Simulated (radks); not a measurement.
The numbers below are computed, except where a source is named.
All-electron atom: Pb74+ in [He] 2s2 2p4 (the NIST ground configuration). Level of theory: Dirac Kohn-Sham, PBE, spin-unpolarised, spherical densities, finite nucleus; open shells fill j = l - 1/2 first; Fermi nuclear charge, rms radius 5.5012 fm (a radial shooting solver on a logarithmic mesh with Libxc functionals).

Normalised radial functions P(r) = r R(r) (large component), r in bohr:

r	2s1/2	2p3/2
0.001717	1.2442	0.0426
0.002272	1.4747	0.0710
0.003006	1.7145	0.1176
0.004009	1.9466	0.1956
0.005305	2.1181	0.3167
0.007019	2.1762	0.5043
0.009287	2.0410	0.7853
0.01229	1.6202	1.1878
0.01639	0.8080	1.7465
0.02169	-0.3608	2.4131
0.02869	-1.7744	3.1184
0.03796	-3.1164	3.6907
0.05023	-3.9324	3.8908
0.067	-3.8334	3.5025
0.08864	-2.8589	2.5768
0.1173	-1.5568	1.4520
0.1552	-0.5709	0.5752
0.2053	-0.1255	0.1428

2s1/2: eigenvalue -22954 eV, 1 radial node at r = 0.0200 bohr, <r> = 0.0654 bohr, 90 % of the charge inside 0.102 bohr. 2p3/2: eigenvalue -20203 eV, 0 radial nodes, <r> = 0.0618 bohr, 90 % of the charge inside 0.0999 bohr.
